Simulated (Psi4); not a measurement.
O$_{2}$Se, charge -1, doublet, at a GFN2-xTB geometry (a state made from the parent by changing its charge; the spin is typed, not shown lowest) (a gas-phase anion, which may not be bound at this level); BLYP/3-21G (Psi4 1.11).

Here is a job for Psi4.
```
memory 2 GB

molecule mol {
-1 2
O    -1.361772    0.598247    0.035147
Se    0.015899   -0.312514   -0.026176
O     1.294203    0.729935    0.076102
}

set {
  basis 3-21g
  reference uks
  scf_type pk
}

energy('blyp')
print_variables()
```

Q: What does Psi4 print? Leave out banner, timings and long lists.

A: 
```
   => Loading Basis Set <=

    Name: 3-21G
    Role: ORBITAL
    Keyword: BASIS

         ---------------------------------------------------------
                                   SCF
               by Justin Turney, Rob Parrish, Andy Simmonett
                          and Daniel G. A. Smith
                              UKS Reference
         ---------------------------------------------------------

  ==> Geometry <==

    Molecular point group: cs
    Full point group: Cs

    Geometry (in Angstrom), charge = -1, multiplicity = 2:

       Center              X                  Y                   Z               Mass
    ------------   -----------------  -----------------  -----------------  -----------------
         O            0.632540460807     1.363553847371     0.000000000000    15.994914619570
         SE          -0.280152299653    -0.014203540087     0.000000000000    79.916521800000
         O            0.767204264005    -1.292587696693     0.000000000000    15.994914619570

  Running in cs symmetry.

  Rotational constants: A =      0.76633  B =      0.29801  C =      0.21457 [cm^-1]
  Rotational constants: A =  22973.89015  B =   8934.04149  C =   6432.56009 [MHz]
  Nuclear repulsion =  186.923525199724850

  Charge       = -1
  Multiplicity = 2
  Electrons    = 51
  Nalpha       = 26
  Nbeta        = 25

  ==> Algorithm <==

  SCF Algorithm Type is PK.
  DIIS enabled.
  MOM disabled.
  Fractional occupation disabled.
  Guess Type is SAD.
  Energy threshold   = 1.00e-06
  Density threshold  = 1.00e-06
  Integral threshold = 1.00e-12

  ==> Primary Basis <==

  Basis Set: 3-21G
    Blend: 3-21G
    Number of shells: 20
    Number of basis functions: 41
    Number of Cartesian functions: 41
    Spherical Harmonics?: false
    Max angular momentum: 2

  ==> DFT Potential <==

   => LibXC <=

    Version 7.1.2
    S. Lehtola, C. Steigemann, M. J. T. Oliveira, and M. A. L. Marques,  SoftwareX 7, 1–5 (2018) (10.1016/j.softx.2017.11.002)

   => Composite Functional: BLYP <=

    BLYP GGA Exchange-Correlation Functional

    P.J. Stephens et. al., J. Phys. Chem., 98, 11623-11627, 1994
    B. Miehlich et. al., Chem. Phys. Lett., 157(3), 200-206 1989

    Deriv               =              1
    GGA                 =           TRUE
    Meta                =          FALSE

    Exchange Hybrid     =          FALSE
    MP2 Hybrid          =          FALSE

   => Exchange Functionals <=

    1.0000     XC_GGA_X_B88

   => Correlation Functionals <=

    1.0000     XC_GGA_C_LYP

   => LibXC Density Thresholds  <==

    XC_GGA_C_LYP:  1.00E-14
    XC_GGA_X_B88:  1.00E-15

   => Molecular Quadrature <=

    Radial Scheme          =       TREUTLER
    Pruning Scheme         =           NONE
    Nuclear Scheme         =       TREUTLER

    Blocking Scheme        =         OCTREE
    BS radius alpha        =              1
    Pruning alpha          =              1
    Radial Points          =             75
    Spherical Points       =            302
    Total Points           =          63290
    Total Blocks           =            539
    Max Points             =            255
    Max Functions          =             40
    Weights Tolerance      =       1.00E-15

  ==> Integral Setup <==

  Using in-core PK algorithm.
   Calculation information:
      Number of atoms:                   3
      Number of AO shells:              20
      Number of primitives:             42
      Number of atomic orbitals:        41
      Number of basis functions:        41

      Integral cutoff                 1.00e-12
      Number of threads:                 1

  Performing in-core PK
  Using 742182 doubles for integral storage.
  We computed 19641 shell quartets total.
  Whereas there are 22155 unique shell quartets.

  ==> DiskJK: Disk-Based J/K Matrices <==

    J tasked:                  Yes
    K tasked:                   No
    wK tasked:                  No
    Schwarz Cutoff:          1E-12

  Minimum eigenvalue in the overlap matrix is 6.5727413966E-03.
  Reciprocal condition number of the overlap matrix is 1.8797868029E-03.
    Using symmetric orthogonalization.

  ==> Pre-Iterations <==

  SCF Guess: Superposition of Atomic Densities via on-the-fly atomic UHF (no occupation information).

   -------------------------
    Irrep   Nso     Nmo
   -------------------------
     A'        31      31
     A"        10      10
   -------------------------
    Total      41      41
   -------------------------

  ==> Iterations <==

                        Total Energy        Delta E     RMS |[F,P]|

   @UKS iter SAD: -2537.35515705492708   -2.53736e+03   0.00000e+00
   @UKS iter   1: -2539.41104732674557   -2.05589e+00   2.96045e-02 DIIS/ADIIS
   @UKS iter   2: -2539.14943536200644    2.61612e-01   3.62960e-02 DIIS/ADIIS
   @UKS iter   3: -2539.66834314278367   -5.18908e-01   1.02734e-02 DIIS/ADIIS
   @UKS iter   4: -2539.71954113007951   -5.11980e-02   3.63241e-03 DIIS/ADIIS
   @UKS iter   5: -2539.72704354222788   -7.50241e-03   1.55206e-04 DIIS/ADIIS
   @UKS iter   6: -2539.72706137260047   -1.78304e-05   2.72933e-05 DIIS
   @UKS iter   7: -2539.72705837912281    2.99348e-06   8.51171e-05 DIIS
   @UKS iter   8: -2539.72706178649423   -3.40737e-06   4.84026e-06 DIIS
   @UKS iter   9: -2539.72706179897295   -1.24787e-08   9.01391e-07 DIIS
  Energy and wave function converged.

  ==> Post-Iterations <==

   Electrons on quadrature grid:
      Nalpha   =   25.9999850507 ; deviation = -1.495e-05
      Nbeta    =   24.9999903510 ; deviation = -9.649e-06
      Ntotal   =   50.9999754017 ; deviation = -2.460e-05

   @Spin Contamination Metric:   4.364673222E-04
   @S^2 Expected:                7.500000000E-01
   @S^2 Observed:                7.504364673E-01
   @S   Expected:                5.000000000E-01
   @S   Observed:                5.000000000E-01

    Orbital Energies [Eh]
    ---------------------

    Alpha Occupied:

       1Ap  -449.062748     2Ap   -56.921916     3Ap   -50.945817
       4Ap   -50.944296     1App  -50.943448     5Ap   -18.350847
       6Ap   -18.350306     7Ap    -7.250658     8Ap    -5.215058
       9Ap    -5.210047     2App   -5.205606    10Ap    -1.634953
      11Ap    -1.629007     3App   -1.621784    12Ap    -1.619872
       4App   -1.618005    13Ap    -0.631741    14Ap    -0.549611
      15Ap    -0.258079     5App   -0.066815    16Ap    -0.054993
      17Ap    -0.048870     6App    0.058018    18Ap     0.074354
      19Ap     0.079193     7App    0.157852

    Alpha Virtual:

      20Ap     0.294303    21Ap     0.325412    22Ap     0.638268
       8App    0.678838    23Ap     0.713629    24Ap     0.728694
       9App    1.620665    25Ap     1.636609    10App    1.691334
      26Ap     1.734345    27Ap     1.775175    28Ap     1.776533
      29Ap     2.707603    30Ap     2.938058    31Ap    17.017050

    Beta Occupied:

       1Ap  -449.062072     2Ap   -56.921474     3Ap   -50.945515
       4Ap   -50.943990     1App  -50.942022     5Ap   -18.343861
       6Ap   -18.343322     7Ap    -7.249720     8Ap    -5.214564
       9Ap    -5.209531     2App   -5.203530    10Ap    -1.634624
      11Ap    -1.628244     3App   -1.620312    12Ap    -1.618376
       4App   -1.616488    13Ap    -0.619309    14Ap    -0.534072
      15Ap    -0.244581    16Ap    -0.047805     5App   -0.044228
      17Ap    -0.040092    18Ap     0.082309    19Ap     0.087883
       6App    0.094239

    Beta Virtual:

       7App    0.192246    20Ap     0.301546    21Ap     0.335004
      22Ap     0.644683     8App    0.691099    23Ap     0.716988
      24Ap     0.732211    25Ap     1.643414     9App    1.653066
      10App    1.724020    26Ap     1.741188    27Ap     1.782697
      28Ap     1.783165    29Ap     2.724539    30Ap     2.956320
      31Ap    17.023825

    Final Occupation by Irrep:
             Ap   App
    DOCC [    19,    6 ]
    SOCC [     0,    1 ]
    NA   [    19,    7 ]
    NB   [    19,    6 ]

  @UKS Final Energy: -2539.72706179897295

   => Energetics <=

    Nuclear Repulsion Energy =            186.9235251997248497
    One-Electron Energy =               -3923.9934711534215239
    Two-Electron Energy =                1301.9971192349812554
    DFT Exchange-Correlation Energy =    -104.6542350802572230
    Empirical Dispersion Energy =           0.0000000000000000
    VV10 Nonlocal Energy =                  0.0000000000000000
    Total Energy =                      -2539.7270617989729544

  UHF NO Occupations:
  HONO-2 :    5App 1.9999565
  HONO-1 :    6App 1.9999157
  HONO-0 :    7App 1.0000000
  LUNO+0 :    8App 0.0000843
  LUNO+1 :    9App 0.0000435
  LUNO+2 :   20 Ap 0.0000422
  LUNO+3 :   21 Ap 0.0000263

Computation Completed

Properties will be evaluated at   0.000000,   0.000000,   0.000000 [a0]

Properties computed using the SCF density matrix

 Multipole Moments:

 ------------------------------------------------------------------------------------
     Multipole            Electronic (a.u.)      Nuclear  (a.u.)        Total (a.u.)
 ------------------------------------------------------------------------------------

 L = 1.  Multiply by 2.5417464519 to convert [e a0] to [Debye]
 Dipole X            :         -4.4549692            3.1610953           -1.2938739
 Dipole Y            :         -0.2258643            0.1602655           -0.0655988
 Dipole Z            :          0.0000000            0.0000000            0.0000000
 Magnitude           :                                                    1.2955357

 ------------------------------------------------------------------------------------

  Variable Map:
  ----------------------------------------------------------------------------
  "CURRENT ENERGY"              =>   -2539.727061798973
  "CURRENT REFERENCE ENERGY"    =>   -2539.727061798973
  "DD SOLVATION ENERGY"         =>       0.000000000000
  "DFT FUNCTIONAL TOTAL ENERGY" =>   -2539.727061798973
  "DFT TOTAL ENERGY"            =>   -2539.727061798973
  "DFT VV10 ENERGY"             =>       0.000000000000
  "DFT XC ENERGY"               =>    -104.654235080257
  "GRID ELECTRONS ALPHA"        =>      25.999985050746
  "GRID ELECTRONS BETA"         =>      24.999990350986
  "GRID ELECTRONS TOTAL"        =>      50.999975401733
  "NUCLEAR REPULSION ENERGY"    =>     186.923525199725
  "ONE-ELECTRON ENERGY"         =>   -3923.993471153422
  "PCM POLARIZATION ENERGY"     =>       0.000000000000
  "PE ENERGY"                   =>       0.000000000000
  "SCF ITERATION ENERGY"        =>   -2539.727061798973
  "SCF ITERATIONS"              =>       9.000000000000
  "SCF TOTAL ENERGY"            =>   -2539.727061798973
  "TWO-ELECTRON ENERGY"         =>    1301.997119234981
  "XC GRID RADIAL POINTS"       =>      75.000000000000
  "XC GRID SPHERICAL POINTS"    =>     302.000000000000
  "XC GRID TOTAL POINTS"        =>   63290.000000000000

  Array Variable Map:
  ----------------------------------------------------------------------------
  "CURRENT DIPOLE"              =>      -1.293873861816 ... 0.000000000000 1 by 3
  "SCF DIPOLE"                  =>      -1.293873861816 ... 0.000000000000 1 by 3
  "SCF TOTAL ENERGIES"          =>   -2537.355157054927 ... -2539.727061798973 1 by 10
```
